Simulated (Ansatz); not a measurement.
`NCC[CH2][AlH2]` and `NC[CH2][GeH3]` differ in one atom or group.

Ansatz, PBE0-D4/def2-TZVP geometries, multiplicity 1. Each molecule was computed in one conformer, which needn't be the lowest.

Scalar relativity is left out up to krypton.

```json
{"property": "HOMO energy (B3LYP/def2-TZVPP) / eV", "`NCC[CH2][AlH2]`": "-7.03"}
{"property": "HOMO–LUMO gap (PBE0/def2-TZVPP) / eV", "`NCC[CH2][AlH2]`": "6.26"}
{"property": "HOMO energy (PBE0/def2-TZVPP) / eV", "`NCC[CH2][AlH2]`": "-7.26"}
{"property": "LUMO energy (PBE0/def2-TZVPP) / eV", "`NCC[CH2][AlH2]`": "-1.00"}
{"property": "HOMO–LUMO gap (B3LYP/def2-TZVPP) / eV", "`NCC[CH2][AlH2]`": "5.83"}
{"property": "HOMO energy (PBE/def2-TZVPP) / eV", "`NCC[CH2][AlH2]`": "-5.86"}
```

Question: What does the change do to each property? (Estimate.)

Answer: Computed: 
| property | `NC[CH2][GeH3]` | shift |
| --- | --- | --- |
| HOMO energy (B3LYP/def2-TZVPP) / eV | -6.71 | 0.32 |
| HOMO–LUMO gap (PBE0/def2-TZVPP) / eV | 7.73 | 1.47 |
| HOMO energy (PBE0/def2-TZVPP) / eV | -6.94 | 0.32 |
| LUMO energy (PBE0/def2-TZVPP) / eV | 0.79 | 1.79 |
| HOMO–LUMO gap (B3LYP/def2-TZVPP) / eV | 7.19 | 1.36 |
| HOMO energy (PBE/def2-TZVPP) / eV | -5.45 | 0.41 |

With PBE0 the HOMO rises by 0.32 eV and the LUMO rises by 1.79 eV, so the gap widens by about 1.47 eV. PBE moves the HOMO by 0.41 eV and ωB97M-V by 0.25 eV.

B3LYP here is the variant with VWN-RPA as its local correlation; programs differ in this.
